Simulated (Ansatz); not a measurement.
A nudged elastic band was laid between two geometries of H2 + H2O2Zn (7 atoms, charge 0, multiplicity 1).

All numbers below come from RKS B3LYP-D4/def2-SVP in Ansatz.

```
movable images  : 5
climbing image  : yes
spring          : 5.0 eV/Å²
optimiser       : quadratic models (default)
start path      : through a guess of the saddle point
force threshold : 0.05 eV/Å
iteration limit : 60
end points      : relaxed
```

Initial state:

```xyz
7
Properties=species:S:1:pos:R:3
Zn -0.510 -0.011 -0.167
O -0.268 0.321 1.567
H -0.507 -0.414 2.147
O -0.830 -0.197 -1.900
H -0.054 -0.456 -2.416
H 2.615 -0.813 1.818
H 1.932 -0.471 1.779
```

Final state:

```xyz
7
Properties=species:S:1:pos:R:3
Zn 1.347 -0.290 0.021
O -0.057 0.042 1.702
H -0.696 -0.044 0.948
O -0.332 -0.402 -0.716
H -0.499 -0.334 -1.661
H 2.862 -0.318 0.235
H -0.247 -0.694 2.299
```

Problem. What changes between the two ends?

Solution. Bonds broken: H6–H7. Bonds formed: Zn1–H6, O2–H7. H2 + H2O2Zn becomes H4O2Zn.

Problem. Give the energies along the band, and the barrier.

Solution. It converged. The highest image is number 2 of 0 to 6, 0.85 eV above the first end and 1.51 eV above the last; the last end lies 0.66 eV below the first. A vibrational analysis at the climbing image gives one clearly imaginary mode, 1227i cm⁻¹: a first-order saddle point. The orbitals stay closed-shell, which can raise the energy where a bond breaks towards radicals; this wasn't checked here.

| image | path coordinate (Å) | energy (eV) | H6–H7 (Å) | Zn1–H6 (Å) | O2–H7 (Å) |
| --- | --- | --- | --- | --- | --- |
| 0 | 0.00 | 0.00 | 0.77 | 3.79 | 2.35 |
| 1 | 1.09 | 0.04 | 0.77 | 2.98 | 2.19 |
| 2 | 2.18 | 0.85 | 1.01 | 1.91 | 1.29 |
| 3 | 3.08 | -0.19 | 1.94 | 1.57 | 0.98 |
| 4 | 3.98 | -0.38 | 2.74 | 1.55 | 0.97 |
| 5 | 4.89 | -0.52 | 3.32 | 1.54 | 0.97 |
| 6 | 5.79 | -0.66 | 3.75 | 1.53 | 0.97 |

Problem. What is the geometry of the highest image?

Solution. 
```xyz
7
Properties=species:S:1:pos:R:3
Zn 0.248 -0.207 -0.021
O 0.029 0.153 1.875
H -0.597 -0.318 2.446
O -0.497 -0.252 -1.648
H 0.129 -0.478 -2.348
H 1.873 -0.598 0.913
H 1.192 -0.342 1.611
```

Problem. What are the harmonic wavenumbers there?

Solution. 1227i, 141, 161, 215, 361, 533, 676, 707, 720, 788, 1306, 1651, 1791, 3792, 3837 cm⁻¹.

The run took 4.1 min on 1 thread of Arm Neoverse V2, with other jobs on the host, peak memory 0.15 GiB.
